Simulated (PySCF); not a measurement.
## Ionising SiI

UHF-CCSD(T); PySCF, spin-free X2C with a Gaussian nucleus, basis sets Si x2c-SVPall, I x2c-SVPall. Neutral (UHF): doublet (π ↑), Re = 2.474 Å, ωe = 357 cm⁻¹, De = 2.83 eV.

SiI⁺ (RHF): singlet (closed shell), Re = 2.341 Å, ωe = 449 cm⁻¹, De = 3.84 eV to Si⁺ + I. The energies at the minima are -7401.51147 hartree for SiI and -7401.25921 for SiI⁺.

Q: Work out the adiabatic ionisation energy, without and with harmonic zero-point energies (1 hartree = 27.2114 eV, 1 eV = 8065.5 cm⁻¹), and the change of the bond length.

A: At CCSD(T): 0.25226 hartree = 6.864 eV between the minima; the zero-point term (449.0 − 357.0)/2 cm⁻¹ = +0.006 eV makes it 6.870 eV. Re changes by -13.3 pm against the neutral. The electron leaves a π orbital, and the shorter bond of the ion fits an antibonding orbital, or a change in how ionic the bond is.

Correlated steps freeze 23 core orbitals. Correlated levels converge slowly with the basis: in double zeta they bind strong bonds too weakly, by up to about 1 eV, and carry superposition errors of some tenths. These are scalar-relativistic numbers at best; spin–orbit coupling would shift them, the dissociation energy most. For an ion De counts to the pair picked by the measured ionisation energies or electron affinities, which need not be the lowest pair at this level. Where the molecule has an RHF reference, its open-shell atoms are computed with UHF. The CCSD T1 diagnostic is raised in SiI⁺, a sign that a single reference may not be enough there. States were picked by a PBE0 search and need not be the measured ground states.

Neutral and ion stand on different kinds of reference determinant, which adds to the error of the difference.
